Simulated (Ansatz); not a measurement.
The cluster Li₆N₂⁻. Charge -1, multiplicity 2. Geometry PBE-D4/def2-TZVPD; atoms count from 1.

```xyz
8

Li   -0.1917    2.2186    0.8933
Li    2.2665    0.2670   -0.8320
Li    0.1648   -0.6359    0.9609
Li    1.3541   -2.5072   -1.4548
Li   -0.6311    0.0745   -0.9742
Li   -2.7794    0.7950    1.4088
N     0.9689   -0.9430   -0.7456
N    -1.1521    0.7310    0.7436
```

The charge -1 doublet is spin-contaminated (final ⟨S²⟩ up to 1.15, 0.75 for a pure state). The highest occupied level of the charge -1 doublet lies above zero (up to 0.22 eV). By energy differences its removal costs 0.60 eV (vertical, to the charge 0 singlet, at PBE-D4/def2-TZVPD). Another isomer (doublet) lies 0.09 eV lower at PBE0-D4/def2-TZVPD; other spin states weren't run for this one.

**Question.** Estimate the Mulliken populations from the PBE0/def2-TZVPD orbitals of Ansatz.

**Answer.** 
```tsv
atom	charge (e)	spin (α − β)
Li1	0.29	0.38
Li2	0.28	0.39
Li3	0.41	0.22
Li4	0.19	0.36
Li5	0.41	0.21
Li6	0.19	0.35
N7	-1.37	-0.46
N8	-1.38	-0.45
```
Mulliken values and Mayer orders depend strongly on the basis. With diffuse functions, as here, like atoms can get unlike values, and bond orders can come out too low or too high.

**Question.** Where does the spin sit?

**Answer.** Summed by element: Li 1.92, N -0.92, of 1 unpaired in all. Largest on single atoms: N7 -0.46, N8 -0.45, Li2 0.39.

**Question.** And the Mayer bond orders between bonded heavy atoms (over 0.3)?

**Answer.** Li1–N8 0.61 (1.78 Å); Li2–N7 0.62 (1.78 Å); Li3–N7 0.32 (1.91 Å); Li3–N8 0.33 (1.91 Å); Li4–N7 0.94 (1.76 Å); Li5–N7 0.33 (1.91 Å); Li5–N8 0.32 (1.91 Å); Li6–N8 0.95 (1.76 Å).
